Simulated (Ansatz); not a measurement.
Consider the homolysis of the B–Br bond: `SB(Cl)Br` → `S[B]Cl`• + Br•.

Computed with Ansatz on PBE0-D4/def2-TZVP structures; ΔE is electronic, products minus reactants. CCSD(T)/CBS adds triple-zeta CCSD(T) − MP2 to the extrapolated MP2 energy (def2 sets, frozen cores). Functionals use def2-TZVPP. Open shells (•) are unrestricted, without spin–orbit coupling. Spin–orbit coupling would lower the free atoms: clearly for Br. Bonds to Br are less sure, by a few kJ/mol each and by 10 to 20 or more in all where they break to atoms, as the def2 sets lack core-valence functions. Scalar relativity is left out up to krypton. Each species was taken in one conformer, which may not be the lowest.

`SB(Cl)Br`:

```xyz
5

S    -1.186   -0.446    0.675
B     0.071    0.173   -0.430
Cl   -0.431    0.689   -2.018
Br    1.914    0.286    0.063
H    -0.369   -0.702    1.710
```

`S[B]Cl`•:

```xyz
4

S     0.267    0.861   -0.616
B    -0.176   -0.512    0.403
Cl    0.056   -2.165   -0.023
H    -0.147    1.815    0.236
```

```
             level  ΔE (eV)
            PBE-D4     4.50
RPA@PBE/def2-TZVPP     4.07
```

**Question.** What does CCSD(T)/CBS give? (Best estimate.)

**Answer.** Computed: +4.60 eV. The listed levels differ from it by -0.10, -0.53 eV.

Largest T1 diagnostic among the species: 0.016.

From PBE to PBE0 (25 % exact exchange), in def2-TZVPP and without D4, ΔE moves by −0.04 eV: exact exchange takes away binding that semilocal exchange gives to molecules. In def2-TZVPP, CCSD(T) changes the Hartree–Fock value by +1.27 eV (the triples alone add +0.13 eV) and MP2 by +1.53 eV; breaking electron pairs costs correlation energy, which Hartree–Fock lacks. At CCSD(T), def2-SVP lies −0.30 eV from the extrapolated value and def2-TZVPP −0.18 eV: correlation converges slowly with the basis, and small sets miss more of it in the bonded molecule than in its fragments.

CCSD(T)/CBS has its own doubt, a few kJ/mol and more with outer-core shells, so smaller differences from it don't rank the levels.
